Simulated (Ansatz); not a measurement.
Reaction (ligand exchange at a Zr–C bond): `[CH3][Zr]([CH3])([Cl])[Cl]` + HCl → `[CH3][Zr]([Cl])([Cl])[Cl]` + CH₄

Calculated with Ansatz (gas phase, PBE0-D4/def2-TZVP geometries, no zero-point term in ΔE). CBS: MP2 limit from def2 TZ/QZ plus the TZ coupled-cluster correction, frozen cores. This one scheme is used for every species. Elements past krypton have def2 core potentials. For Zr outer-core shells are correlated without core-valence functions, which leaves a few kJ/mol of doubt a bond.

```json
{"species": "`[CH3][Zr]([CH3])([Cl])[Cl]`", "SCS-MP2/def2-TZVPP energy (Eh)": "-1046.05525"}
{"species": "HCl", "SCS-MP2/def2-TZVPP energy (Eh)": "-460.30218"}
{"species": "`[CH3][Zr]([Cl])([Cl])[Cl]`", "SCS-MP2/def2-TZVPP energy (Eh)": "-1466.02008"}
{"species": "CH₄", "SCS-MP2/def2-TZVPP energy (Eh)": "-40.42031"}
```

Question: Work out ΔE.

Answer: ΔE = (-1466.02008) + (-40.42031) − (-1046.05525) − (-460.30218) = -0.08296 Eh = -217.8 kJ/mol. CCSD(T)/CBS gives -214.4 kJ/mol.

Largest T1 diagnostic among the species: 0.015.

Leaving LDA and LC-ωPBE aside and taking each functional with its dispersion term where it has one, the values, not all of them listed here, spread over 11.7 kJ/mol, from B97M-V to revPBE-D4. In def2-TZVPP, CCSD(T) changes the Hartree–Fock value by +13.3 kJ/mol (the triples alone add −1.7 kJ/mol) and MP2 by +7.0 kJ/mol. From BLYP to BHLYP (50 % exact exchange), in def2-TZVPP and without D4, ΔE moves by −4.6 kJ/mol.
